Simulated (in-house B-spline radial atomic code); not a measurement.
Configurations of As V (As4+), with energies counted from [Ar] 3d10 4s1. Computed with an all-electron radial atomic-structure program (B-spline basis): scalar-relativistic (X2C) HSE06, spin-polarised, spherical fractional occupations, exact exchange averaged over the configuration, Fermi nucleus of rms radius 4.0968 fm. Shells without spins written out take the highest spin.

Occupations are held fixed; configurations that lie above the ionisation limit could autoionise.

| configuration | E - E(ref) (eV) | highest orbital | its <r> (bohr) |
| --- | --- | --- | --- |
| [Ar] 3d10 4d1 | 29.741 | 4d up | 2.496 |
| [Ar] 3d10 5p1 | 37.039 | 5p up | 3.77 |
| [Ar] 3d9 4s1 5s1 | 71.741 | 5s up | 3.299 |
| [Ar] 3d9 4s1 5p1 | 76.307 | 5p up | 3.668 |
| [Ne] 3s2 3p5 3d10 4s1 4p1 | 145.08 | 4p up | 1.808 |
| [Ne] 3s2 3p5 3d10 4s1 5p1 | 172.95 | 5p up | 3.665 |

**Question.** Order these further configurations by energy, lowest first.
A. [Ne] 3s2 3p5 3d10 4s1 5d1
B. [Ar] 3d10 4p1
C. [Ne] 3s2 3p5 3d10 4s1 5s1
D. [Ne] 3s2 3p5 3d10 4s2
E. [Ar] 3d10 5f1

**Answer.** B (12.46 eV), E (49.206 eV), D (134.12 eV), C (168.38 eV), A (179.77 eV).

**Question.** How far above the reference does [Ar] 3d10 5d1 lie?

**Answer.** 43.735 eV; its least bound orbital is 5d up with <r> = 4.685 bohr.
